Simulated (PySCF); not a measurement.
This PySCF input asks for the NMR shieldings of `InChI=1S/C5H11BOS/c1-2-3-6-7-4-5-8-6/h2-5H2,1H3`; the geometry comes from GFN2-xTB.

```python
import basis_set_exchange as bse
import numpy as np
from pyscf import gto, dft
from pyscf.prop import nmr

atoms = """
C    -3.312008   -0.291504   -0.310524
C    -1.868203   -0.621370    0.048670
C    -0.936848    0.569877   -0.203791
B     0.588670    0.309750    0.129390
O     1.572270    0.959363   -0.505808
C     2.890099    0.726368   -0.061736
C     2.938099   -0.522506    0.825607
S     1.220775   -0.849201    1.376447
H    -3.387408   -0.007079   -1.358251
H    -3.955360   -1.152031   -0.142022
H    -3.677738    0.535472    0.294606
H    -1.805246   -0.910314    1.099856
H    -1.533215   -1.474722   -0.544540
H    -1.291589    1.413313    0.396384
H    -1.031704    0.884145   -1.245804
H     3.211642    1.613591    0.497469
H     3.530155    0.613646   -0.942109
H     3.565762   -0.384939    1.702325
H     3.272042   -1.402607    0.276257
"""
names = dict.fromkeys(["C", "B", "O", "S", "H"], "pcSseg-1")
basis = {el: gto.basis.parse(bse.get_basis(n, elements=[el], fmt="nwchem")) for el, n in names.items()}
mol = gto.M(atom=atoms, basis=basis, charge=0, verbose=0)
mf = dft.RKS(mol, xc="PBE0")
mf.grids.level = 2
mf.grids.alignment = dft.numint.BLKSIZE   # the property module wants whole blocks of grid points
mf.conv_tol = 1e-9
mf.kernel()

calc = nmr.RKS(mf)   # GIAO
C = mf.mo_coeff
Co = C[:, mf.mo_occ > 0]
resp = mf.gen_response(singlet=True, hermi=2)
def vind(x):   # induced exchange potential for any number of trial vectors
    d = np.einsum("pi,xij,qj->xpq", C, 2 * x.reshape(-1, C.shape[1], Co.shape[1]), Co, optimize=True)
    return np.einsum("xpq,pi,qj->xij", resp(d - d.transpose(0, 2, 1)), C, Co, optimize=True).ravel()
mo1, _ = nmr.rhf.solve_mo1(calc, with_cphf=vind)
sigma = calc.kernel(mo1)
for i, s in enumerate(sigma):   # ppm
    w = np.linalg.eigvalsh((s + s.T) / 2)
    print("%2d %-2s iso %8.1f  s11 %8.1f  s22 %8.1f  s33 %8.1f" % (i, mol.atom_pure_symbol(i), w.mean(), *w))
```

**Question.** Give the expected output.

**Answer.** 
```
 0 C  iso    166.5  s11    152.7  s22    159.0  s33    187.7
 1 C  iso    162.1  s11    150.2  s22    163.3  s33    172.7
 2 C  iso    163.7  s11    150.8  s22    158.8  s33    181.5
 3 B  iso     51.0  s11     13.6  s22     61.3  s33     78.1
 4 O  iso    151.8  s11     -0.4  s22    221.1  s33    234.8
 5 C  iso    112.1  s11     62.6  s22    108.8  s33    164.8
 6 C  iso    151.5  s11    113.5  s22    166.6  s33    174.3
 7 S  iso    525.2  s11    389.8  s22    469.5  s33    716.4
 8 H  iso     30.8  s11     26.7  s22     29.1  s33     36.7
 9 H  iso     30.4  s11     25.6  s22     27.7  s33     38.0
10 H  iso     30.8  s11     26.8  s22     28.9  s33     36.6
11 H  iso     30.3  s11     24.3  s22     31.7  s33     34.8
12 H  iso     30.3  s11     24.9  s22     31.2  s33     34.9
13 H  iso     30.9  s11     26.8  s22     30.1  s33     35.7
14 H  iso     30.7  s11     25.7  s22     31.2  s33     35.0
15 H  iso     27.3  s11     21.8  s22     26.5  s33     33.5
16 H  iso     27.0  s11     22.1  s22     26.3  s33     32.5
17 H  iso     28.7  s11     23.6  s22     26.4  s33     36.1
18 H  iso     28.5  s11     22.6  s22     26.5  s33     36.4
```

These numbers come from an equivalent density-fitted implementation of the same equations, which agrees with the script to about 0.01 ppm for H and up to a few tenths of a ppm for heavy atoms, so last digits may differ.

Size and cost of the density-fitted run: 198 basis functions, 62 s wall time on 1 thread of an Arm Neoverse N1, shared host; peak memory 0.87 GiB.
